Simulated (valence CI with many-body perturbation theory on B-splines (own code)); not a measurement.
## Xe²³⁺ in brief

Method: configuration interaction combined with many-body perturbation theory (CI+MBPT): three valence electrons over a frozen Dirac-Fock core [Ar] 3d10, a basis of 11 s, 11 p, 9 d, 7 f, 5 g, 2 h, 1 i functions for each j, with the one-electron correlation potential Σ1 (screened to all orders), the two-electron term Σ2, the three-electron term Σ3, Breit, model QED; selected single and double excitations, second order for the rest (own B-spline code, finite nucleus).

No measured spectrum was set against this ion. As an estimate, levels hold to about 250 cm⁻¹ or 0.2 % of their energy and the worst to 1 %, as in measured heavy ions of charge 2 to 7; those with d or f electrons hold less well.

Levels are named by their leading jj configuration (3d3/2^4 stands for four electrons in 3d with j = 3/2), which in mixed levels can hold well under half, so a name can repeat and another be missing.

Rates and lifetimes use the calculated energies. Strong lines usually hold to 10 to 20 %, long lifetimes can be off by a factor of two.

Problem. What is the ground level?

Solution. (4s^2 4p1/2) J=1/2, composition 99 % 4s2 4p 2P°, g = 0.663.

Problem. Among levels below 251.58 eV, which E1 lines absorb most strongly from the ground level?

Solution. to (4s^2 4d3/2) J=3/2 at 11.36 nm, f = 0.779; to (4s 4p1/2 4p3/2) J=1/2 at 16.25 nm, f = 0.426; to (4s 4p1/2 4p3/2) J=3/2 at 17.11 nm, f = 0.315.

Problem. Where does the other parity begin?

Solution. At (4s 4p1/2^2) J=1/2, 49.44 eV.

Problem. What are the static dipole polarisabilities of the lowest levels?

Solution. (4s^2 4p1/2) J=1/2 0.188; (4s^2 4p3/2) J=3/2 0.199 (tensor 0.017) bohr³, of which the core gives 0.0116.

Problem. What is the ionisation energy?

Solution. 737.49 eV; NIST lists 736 ± 4 eV (theoretical).
